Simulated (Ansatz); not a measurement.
CH3AlF2 (`F[CH](F)[AlH2]`). Charge 0, multiplicity 1.

Cartesian coordinates in Å:
```
F -1.857 -0.748 -0.005
C -0.609 -0.591 -0.438
F -0.467 0.924 -0.751
Al 0.802 0.298 0.609
H -0.524 -1.031 -1.434
H 0.398 0.870 2.022
H 2.257 0.278 -0.004
```

Give the diagnostics of a CCSD(T)/def2-TZVPP run (frozen core, Ansatz). (Best estimate.)

Ansatz gave: T1 = 0.0137, largest single amplitude 0.021, largest double 0.022, (T) share of the correlation energy 3.2 %, 10 CCSD cycles. The RHF solution is stable towards an unrestricted one. T1 lies under the customary mark of 0.02 for closed shells.
